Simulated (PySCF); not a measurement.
Choosing a molecule for a target property.

All species are isolated and taken at one optimised geometry, non-relativistic unless stated; the electronic structure was computed with PySCF and density fitting.

Question: Wanted: static isotropic polarisability between 90 au and 117 au (CAM-B3LYP/def2-SVPD) and HOMO–LUMO gap above 8 eV (CAM-B3LYP/def2-SVPD), at PBE0-D3(BJ)/def2-SVP geometries. Which candidate meets both?
A. `C[S][Ti]([CH3])([CH3])[CH3]`
B. `CC(=O)O[C@H]1C[O][GeH2][O]1`
C. `[OH2]->[Ti](<-[OH2])([Cl])([Cl])([Cl])[Cl]`
D. `B1(CCC[C@H]1OC)C#C`

Answer: D. Computed values:
| species | static isotropic polarisability | HOMO–LUMO gap |
| --- | --- | --- |
| CC(=O)O[C@H]1C[O][GeH2][O]1 | 86.4 au | 10.02 eV |
| B1(CCC[C@H]1OC)C#C | 98.8 au | 8.24 eV |
| C[S][Ti]([CH3])([CH3])[CH3] | 116.0 au | 7.51 eV |
| [OH2]->[Ti](<-[OH2])([Cl])([Cl])([Cl])[Cl] | 117.6 au | 6.74 eV |
